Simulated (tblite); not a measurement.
Species: C₃H₈BNS.
SMILES with atom numbers: `[CH3:1][S:2]/[CH:3]=[CH:4]/[BH:5][NH2:6]` (hydrogens: H7, H8, H9 on C1; H10 on C3; H11 on C4; H12 on B5; H13, H14 on N6)

Computed with GFN2-xTB (tblite), gas phase: L-BFGS steps from a force-field or distance-geometry start until the largest atomic force falls under 0.01 eV/Å.

Step 16: E = -486.7469 eV
```
atom  x, y, z in Å  |  force x, y, z in eV/Å
C1     -2.8201    0.2551   -0.3705   -0.028  -0.068   0.035
S2     -1.5602    1.0918   -1.3538   -0.007   0.060  -0.251
C3     -0.0414    0.6945   -0.6024    0.141   0.116   0.036
C4      0.2965    0.0644    0.5217    0.046  -0.100   0.053
B5      1.7902    0.0562    0.9732    0.046   0.087  -0.059
N6      2.7864    0.2984    0.0412   -0.106  -0.024  -0.007
H7     -2.4252   -0.6968   -0.0450    0.004  -0.143   0.092
H8     -3.6693    0.1028   -1.0253   -0.097  -0.013  -0.017
H9     -3.1020    0.8766    0.4697   -0.020   0.021   0.146
H10     0.7320    1.1357   -1.2148   -0.034   0.078  -0.055
H11    -0.4637   -0.3738    1.1591   -0.040   0.099  -0.072
H12     2.1243   -0.0631    2.0889   -0.138  -0.055   0.086
H13     2.6062    0.3772   -0.9461    0.081   0.033   0.016
H14     3.7456    0.4604    0.2820    0.151  -0.093  -0.006
```

Step 17: E = -486.7524 eV
```
atom  x, y, z in Å  |  force x, y, z in eV/Å
C1     -2.8215    0.2537   -0.3684    0.029  -0.036   0.002
S2     -1.5645    1.0917   -1.3613    0.049   0.013  -0.149
C3     -0.0413    0.6997   -0.6047    0.115   0.063   0.058
C4      0.2933    0.0665    0.5203    0.060  -0.062  -0.003
B5      1.7899    0.0609    0.9726   -0.021   0.073  -0.001
N6      2.7869    0.3011    0.0421   -0.008  -0.014  -0.029
H7     -2.4230   -0.6967   -0.0441    0.004  -0.154   0.083
H8     -3.6722    0.1019   -1.0201   -0.112  -0.024  -0.030
H9     -3.1019    0.8726    0.4739   -0.006   0.044   0.141
H10     0.7391    1.1339   -1.2155   -0.109   0.090  -0.037
H11    -0.4670   -0.3793    1.1549   -0.002   0.142  -0.097
H12     2.1182   -0.0562    2.0933   -0.136  -0.061   0.014
H13     2.6110    0.3900   -0.9461    0.069   0.009   0.053
H14     3.7523    0.4397    0.2810    0.066  -0.082  -0.006
```

Q: Estimate the geometry and energy of step 18. (The exact step hangs on the optimiser's Hessian estimate; all steps are aligned on step 17, rigid shifts and turns removed.)

A: E = -486.7575 eV, largest force 0.183 eV/Å
```
atom  x, y, z in Å  |  force x, y, z in eV/Å
C1     -2.8228    0.2516   -0.3661    0.060  -0.006  -0.016
S2     -1.5672    1.0909   -1.3710    0.081  -0.073   0.018
C3     -0.0391    0.7066   -0.6056    0.034   0.015   0.035
C4      0.2919    0.0684    0.5187    0.059   0.004  -0.074
B5      1.7897    0.0662    0.9725   -0.042   0.047   0.026
N6      2.7883    0.3032    0.0425    0.062  -0.020   0.046
H7     -2.4220   -0.6997   -0.0413   -0.015  -0.099   0.046
H8     -3.6769    0.1006   -1.0157   -0.069  -0.026  -0.001
H9     -3.1025    0.8693    0.4802    0.034   0.024   0.066
H10     0.7449    1.1345   -1.2168   -0.144   0.108  -0.026
H11    -0.4704   -0.3807    1.1489    0.019   0.156  -0.094
H12     2.1092   -0.0527    2.0976   -0.117  -0.059  -0.045
H13     2.6176    0.4005   -0.9447    0.032  -0.004   0.009
H14     3.7586    0.4209    0.2785    0.006  -0.069   0.010
```

The energy changes by -0.0052 eV. The first-order estimate −F·Δx gives -0.0075 eV and the mean of the old and new forces, exact on a quadratic surface, -0.0052 eV. The step makes an angle of 61° with the force vector and moves no atom by more than 0.020 Å.

What follows is the cost of the whole relaxation. Time: 0.79 s of wall time. Hardware: one thread of an Arm Neoverse N1, no GPU, shared host with 64 logical CPUs at a one-minute load of 58.
